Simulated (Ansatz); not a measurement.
Reaction (isomerisation): `OC(F)[SiH2][SiH3]` → `C[SiH](F)[SiH2]O`

Calculated with Ansatz (gas phase, PBE0-D4/def2-TZVP geometries, no zero-point term in ΔE). CCSD(T)/CBS is the MP2 limit (def2-TZVPP, def2-QZVPP) plus CCSD(T) − MP2 in def2-TZVPP, frozen cores. DFT in def2-TZVPP. Each species was taken in one conformer, which may not be the lowest.

`OC(F)[SiH2][SiH3]`:

```xyz
12

O     2.353    0.591    0.867
C     1.404    0.148   -0.025
F     1.548   -1.229   -0.231
Si   -0.346    0.482    0.686
Si   -1.931   -0.604   -0.649
H     3.221    0.571    0.450
H     1.538    0.597   -1.020
H    -0.380   -0.009    2.087
H    -0.567    1.954    0.668
H    -1.745   -0.210   -2.072
H    -3.303   -0.211   -0.226
H    -1.793   -2.079   -0.534
```

`C[SiH](F)[SiH2]O`:

Cartesian coordinates in Å:
```
C 0.712 -1.351 1.133
Si 0.988 0.087 -0.014
F 1.415 1.369 0.873
Si -0.946 0.696 -1.210
O -2.165 1.149 -0.184
H 1.603 -1.547 1.734
H -0.127 -1.163 1.808
H 0.486 -2.251 0.555
H 2.126 -0.201 -0.933
H -0.622 1.781 -2.182
H -1.473 -0.469 -1.967
H -1.996 1.899 0.388
```

```csv
level,ΔE (kcal/mol)
PBE-D4,-81.9
PBE0-D4,-84.9
ωB97X-V,-85.6
B2PLYP,-89.3
PBE,-81.9
HF/def2-TZVPP,-90.6
SCS-MP2/def2-TZVPP,-91.1
MP2/def2-QZVPP,-94.4
```

**Question.** What does CCSD(T)/CBS give? (An estimate is asked.)

**Answer.** Ansatz gave: -90.2 kcal/mol. The listed levels differ from it by 8.3, 5.3, 4.6, 0.9, 8.3, -0.4, -0.9, -4.2 kcal/mol.

Largest T1 diagnostic among the species: 0.013.

From PBE to PBE0 (25 % exact exchange), in def2-TZVPP and without D4, ΔE moves by −3.0 kcal/mol.
